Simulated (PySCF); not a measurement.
CH5B2F.
SMILES: `BCBF`

Computed, not measured: MP2 and CCSD/aug-cc-pVDZ in PySCF, restricted Hartree–Fock reference, 4 core orbitals frozen, non-relativistic, gas phase, PBE0-D3(BJ)/def2-SVP geometry.

E(HF) = -189.64416 Eh.

(1) How large is the problem?

(2) What are the MP2 and CCSD correlation energies?

(3) What is the T1 diagnostic?

(4) How does correlation change the dipole moment?

Results:

(1) 137 basis functions and 30 electrons; 4 orbitals frozen, which leaves o = 11 correlated occupied and v = 122 virtual orbitals. That is o·v = 1342 singles and o·v(o·v + 1)/2 = 901153 distinct closed-shell doubles amplitudes before symmetry; the costliest CCSD step grows as o²v⁴ = 2.7 × 10^10.

(2) MP2 -0.5194 Eh and CCSD -0.5614 Eh, which gives totals of -190.16353 and -190.20561 Eh. That is 0.694 eV for each correlated electron at CCSD (1474 kJ/mol in all, 0.295 % of the total energy); MP2 gives 92.5 % of the CCSD value.

(3) 0.0137, below the customary warning level of 0.02. It is the norm of the spatial-orbital singles amplitudes over the root of the number of correlated electrons, so the norm is 0.064.

(4) HF gives 1.32 D and CCSD (unrelaxed density) 1.15 D, a change of -0.17 D; the two vectors are 9° apart.

Connected triples and the basis-set limit are missing.

Shape of the structure used: `[BH2:1][CH2:2][BH:3][F:4]`: B1–C2–B3–F4 -110°.

One conformer stands for the species.
